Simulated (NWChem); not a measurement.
Program: NWChem. System: F2Si (+1), charge 1, spin multiplicity 2, at a geometry optimised with UPBE/def2-SVP. The structure started from a generated list of species. Its SCF solution wasn't tested for a lower state. Level: G0W0@UPBE0/def2-TZVP, RI basis def2-tzvp-rifit.

Job file:

```
start mol
memory heap 200 mb stack 700 mb global 1700 mb
charge 1
geometry units angstroms nocenter noautoz
  F      1.373914     0.000000     0.345377
  Si     0.000000     0.000000    -0.444056
  F     -1.373914     0.000000     0.345377
  symmetry group C2v
end
basis spherical
  * library def2-tzvp
end
basis "ri basis" bse spherical
  * library def2-tzvp-rifit
end
dft
  xc pbe0
  odft
  mult 2
  iterations 100
  direct
  tolerances tight
end
task dft energy
gw
  states alpha occ 4 vir 2
  states beta occ 4 vir 2
end
task dft gw
```

Part of the output:

```
             Northwest Computational Chemistry Package (NWChem) 7.3.0
             --------------------------------------------------------

                                NWChem Input Module
                                -------------------

 Scaling coordinates for geometry "geometry" by  1.889725989
 (inverse scale =  0.529177249)

 Turning off AUTOSYM since
 SYMMETRY directive was detected!

                             Geometry "geometry" -> ""
                             -------------------------

 Output coordinates in angstroms (scale by  1.889725989 to convert to a.u.)

  No.       Tag          Charge          X              Y              Z
 ---- ---------------- ---------- -------------- -------------- --------------
    1 F                    9.0000     1.37391400     0.00000000     0.34537700
    2 Si                  14.0000     0.00000000     0.00000000    -0.44405600
    3 F                    9.0000    -1.37391400     0.00000000     0.34537700

 Effective nuclear repulsion energy (a.u.)      99.7563022651

            Nuclear Dipole moment (a.u.)
            ----------------------------
        X                 Y               Z
 ---------------- ---------------- ----------------
     0.0000000000     0.0000000000     0.0000037795

      Symmetry information
      --------------------

 Group name             C2v
 Group number             16
 Group order               4
 No. of unique centers     2

      Symmetry unique atoms

     1    2


 Summary of "ao basis" -> "" (spherical)
 ------------------------------------------------------------------------------
       Tag                 Description            Shells   Functions and Types
 ---------------- ------------------------------  ------  ---------------------
 *                         def2-tzvp                  on all atoms

 new library libraries.bse/

 Summary of "ri basis" -> "" (spherical)
 ------------------------------------------------------------------------------
       Tag                 Description            Shells   Functions and Types
 ---------------- ------------------------------  ------  ---------------------
 *                      def2-tzvp-rifit               on all atoms

                                 NWChem DFT Module
                                 -----------------

 Summary of "ao basis" -> "ao basis" (spherical)
 ------------------------------------------------------------------------------
       Tag                 Description            Shells   Functions and Types
 ---------------- ------------------------------  ------  ---------------------
 F                         def2-tzvp                11       31   5s3p2d1f
 Si                        def2-tzvp                13       37   5s5p2d1f

 Summary of "ao basis" -> "ao basis" (spherical)
 ------------------------------------------------------------------------------
       Tag                 Description            Shells   Functions and Types
 ---------------- ------------------------------  ------  ---------------------
 F                         def2-tzvp                11       31   5s3p2d1f
 Si                        def2-tzvp                13       37   5s5p2d1f

      Symmetry analysis of basis
      --------------------------

        a1         37
        a2         13
        b1         30
        b2         19

            General Information
            -------------------
          SCF calculation type: DFT
          Wavefunction type:  spin polarized.
          No. of atoms     :     3
[...]
 overlap   0.747  0.752  0.914  0.994  0.951  1.000  0.995  0.999  0.997  0.995

   alpha     31     32     33     34     35     36     37     38     39     40
    beta     30     32     33     34     36     35     37     39     40     38
 overlap   1.000  0.995  0.999  0.998  0.982  1.000  0.989  0.955  0.981  0.995

   alpha     41     42     43     44     45     46     47     48     49     50
    beta     41     42     43     44     45     46     47     48     49     50
 overlap   0.993  0.903  0.920  0.996  1.000  0.994  0.992  0.999  0.997  0.999

   alpha     51     52     53     54     55     56     57     58     59     60
    beta     51     52     53     54     55     56     57     58     59     60
 overlap   1.000  1.000  1.000  1.000  1.000  1.000  1.000  1.000  1.000  0.995

   alpha     61     62     63     64     65     66     67     68     69     70
    beta     61     62     63     64     65     66     67     68     69     70
 overlap   0.995  1.000  1.000  1.000  1.000  1.000  1.000  1.000  1.000  1.000

   alpha     71     72     73     74     75     76     77     78     79     80
    beta     71     72     73     74     76     75     77     78     79     80
 overlap   1.000  1.000  0.969  0.998  0.947  0.969  0.989  0.944  0.998  0.989

   alpha     81     82     83     84     85     86     87     88     89     90
    beta     81     82     83     84     85     86     87     88     89     90
 overlap   0.999  1.000  0.997  1.000  1.000  1.000  1.000  1.000  1.000  1.000

   alpha     91     92     93     94     95     96     97     98     99
    beta     91     92     93     94     95     96     97     98     99
 overlap   0.999  1.000  1.000  0.999  1.000  1.000  1.000  1.000  1.000

     --------------------------
     Expectation value of S2:
     --------------------------
      <S2> =      0.7525 (Exact =     0.7500)

 center of mass
 --------------
 x =   0.00000000 y =   0.00000000 z =   0.02004758

 moments of inertia (a.u.)
 ------------------
          35.859502964962           0.000000000000           0.000000000000
           0.000000000000         291.991474468458           0.000000000000
           0.000000000000           0.000000000000         256.131971503496

     Multipole analysis of the density
     ---------------------------------

     L   x y z        total         alpha         beta         nuclear
     -   - - -        -----         -----         ----         -------
     0   0 0 0      1.000000    -16.000000    -15.000000     32.000000

     1   1 0 0      0.000000      0.000000      0.000000      0.000000
     1   0 1 0     -0.000000     -0.000000     -0.000000      0.000000
     1   0 0 1     -1.185717      0.211694     -1.397415      0.000004

     2   2 0 0    -14.422255    -68.980355    -66.777788    121.335888
     2   1 1 0      0.000000      0.000000      0.000000      0.000000
     2   1 0 1     -0.000000      0.000000     -0.000000      0.000000
     2   0 2 0    -11.971128     -6.744599     -5.226529      0.000000
     2   0 1 1     -0.000000     -0.000000     -0.000000      0.000000
     2   0 0 2    -12.043558    -17.133848    -12.435548     17.525838

 Task  times  cpu:        8.7s     wall:        8.7s

                                NWChem Input Module
                                -------------------

                                 NWChem GW Module
                                 ----------------

                             ***********************
                             ***        GW       ***
                             ***********************

 Summary of "ri basis" -> "ri basis" (spherical)
 ------------------------------------------------------------------------------
       Tag                 Description            Shells   Functions and Types
 ---------------- ------------------------------  ------  ---------------------
 F                      def2-tzvp-rifit             22       76   8s6p4d3f1g
 Si                     def2-tzvp-rifit             29      113   9s7p6d5f2g

                 Memory Information
                 ------------------
          Available GA per process is          1699.9 MBs
          Available stack per process is        700.0 MBs
          Available heap per process is           0.0 MBs

          Peak memory in Initialization
              Peak GA per process is                  7.6 MBs
              Peak stack per process is               0.1 MBs
              Peak heap per process is                7.8 MBs
              Memory not in MA per process            0.0 MBs

          Peak memory in AFF Calculation
              Peak GA per process is                 63.2 MBs
              Peak stack per process is              51.1 MBs
              Peak heap per process is                0.0 MBs
              Memory not in MA per process           51.1 MBs

          Computing 2-center integrals
          Computing Inverse Cholesky factor
          Computing 3-center integrals
          Computing V_xc ...

          Computing Sigma_x
          Computing RPA polarizability
          Solving quasiparticle equations

                  Alpha Orbitals
          State     Energy (eV)     Error (eV)
          -----------------------------------
@GW        13        -23.813           0.002
@GW        14        -23.199           0.002
@GW        15        -23.078           0.002
@GW        16        -19.981           0.002
@GW        17         -7.552           0.002
@GW        18         -4.440           0.002

                   Beta Orbitals
          State     Energy (eV)     Error (eV)
          -----------------------------------
@GW        12        -23.724           0.002
@GW        13        -23.697           0.002
@GW        14        -23.144           0.002
@GW        15        -22.954           0.002
@GW        16        -10.349           0.002
@GW        17         -6.901           0.004

   Applying  -2.7061 eV scissor-shift to rest of particle states

   Applying   2.6973 eV scissor-shift to rest of hole states

   Applying  -2.7506 eV scissor-shift to rest of particle states

   Applying   2.5398 eV scissor-shift to rest of hole states

     GW Timing Statistics
   ------------------------
   Init.   :          0.1s
     ERIs  :          0.9s
     Distr.:          0.0s
     Vxc   :          0.9s
   Sigma_x :          0.0s
   RPA     :          5.3s
   Wmn     :          0.1s
   Sigma_c :          0.1s
   GW total:          7.3s

 Task  times  cpu:        7.3s     wall:        7.3s

 Total times  cpu:       16.1s     wall:       16.1s
```
